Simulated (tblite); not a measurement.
C₂H₁₁NP₂Si.
SMILES with atom numbers: `[CH3:1][N:2]([CH3:3])[SiH:4]([PH2:5])[PH2:6]` (hydrogens: H7, H8, H9 on C1; H10, H11, H12 on C3; H13 on Si4; H14, H15 on P5; H16, H17 on P6)

Computed geometry: GFN2-xTB, gas phase.

(1) List the bond lengths, angles and torsions at this level.

## Answers

(1) 
```csv
bond,length (Å),order
"C1–N2, N2–C3",1.443,single
N2–Si4,1.721,single
"Si4–P5, Si4–P6",2.252,single
C1–H7 and 5 like bonds,1.092,single
Si4–H13,1.486,single
P5–H14 and 3 like bonds,1.380,single
```

Bonds in one row agree within 0.01 Å and their mean is given. Orders are formal, as drawn. A selection of angles:
```csv
angle,degrees
N2–C1–H7,111.6
N2–C1–H8,109.4
H7–C1–H8,108.8
H7–C1–H9,108.5
C1–N2–C3,112.7
C1–N2–Si4,121.8
N2–Si4–P5,112.6
N2–Si4–P6,104.7
N2–Si4–H13,114.3
P5–Si4–P6,109.9
P5–Si4–H13,104.0
P6–Si4–H13,111.5
Si4–P5–H14,94.8
H14–P5–H15,92.7
Si4–P6–H16,94.2
```

Dihedral angles: C1–N2–Si4–P5 -156° (antiperiplanar). The mirror-image conformer, all signs reversed, is as good.

P5 (three-coordinate phosphorus) is pyramidal (angles 95.5°, 94.8° and 92.7°, sum 283.0°, 0.83 Å off the plane of its three neighbours). N2 (silicon-bound nitrogen) is almost planar (angles 122.0°, 121.8° and 112.7°, sum 356.4°, 0.17 Å off the plane of its three neighbours). Of the pairs four or more bonds apart, P6···H8 is among the closest relative to their van der Waals radii: 2.62 Å, 87 % of the sum of Bondi's values. Si4 (SiH silicon) is distorted tetrahedral (angles from 104.0° to 114.3°).

Point group: C1 (no symmetry element, even within 0.4 Å). Its GFN2-xTB frequencies are all real (lowest 52 cm⁻¹). The numbers are those of one conformer (C1–N2–Si4–P5 -156°, N2–Si4–P5–H -59° and 34°, N2–Si4–P6–H -166° and 101°).
